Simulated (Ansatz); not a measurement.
`[OH][K]` + H₂S → `[SH][K]` + H₂O at 298.15 K and 1 bar (ligand exchange at a K–O bond).

Calculated with Ansatz (gas phase, PBE0-D4/def2-TZVP geometries, no zero-point term in ΔE). CBS: MP2 limit from def2 TZ/QZ plus the TZ coupled-cluster correction, frozen cores. This one scheme is used for every species. For K outer-core shells are correlated without core-valence functions, which leaves a few kJ/mol of doubt a bond. Scalar relativity is left out up to krypton.

```tsv
species	CCSD(T)/CBS energy (Eh)	H − E (kJ/mol)	S (J/(mol·K))
`[OH][K]`	-675.23723	41.8	235.2
H₂S	-398.97279	49.9	205.7
`[SH][K]`	-997.85519	31.7	267.9
H₂O	-76.37941	66.4	188.7
```

H − E and S are ideal-gas, rigid-rotor, harmonic terms from PBE0-D4/def2-TZVP. 1 Eh = 2625.50 kJ/mol, R = 8.31446 J/(mol·K).

**Question.** By hand: ΔE, ΔH, ΔS and ΔG.

**Answer.** ΔE = (-997.85519) + (-76.37941) − (-675.23723) − (-398.97279) = -0.02458 Eh = -64.5 kJ/mol. Δ(H − E) = 31.7 + 66.4 − 41.8 − 49.9 = 6.4, so ΔH = -58.1 kJ/mol. ΔS = 267.9 + 188.7 − 235.2 − 205.7 = 15.7 J/(mol·K). ΔG = -58.1 − 298.15 × (15.7)/1000 = -62.8 kJ/mol.

**Question.** By hand: the equilibrium constant, and the temperature at which ΔG would vanish if ΔH and ΔS stayed fixed.

**Answer.** log₁₀ K = −ΔG/(RT ln 10) = 11.0. ΔH and −TΔS have one sign here, so there is no such temperature.

ΔH outweighs TΔS. A doubt of 5 kJ/mol in ΔE shifts log₁₀ K by 0.9 here. These are equilibria of isolated gas molecules and say nothing of rates. Largest T1 diagnostic: 0.011 (customary marks: 0.02 for closed shells, 0.045 for open ones).
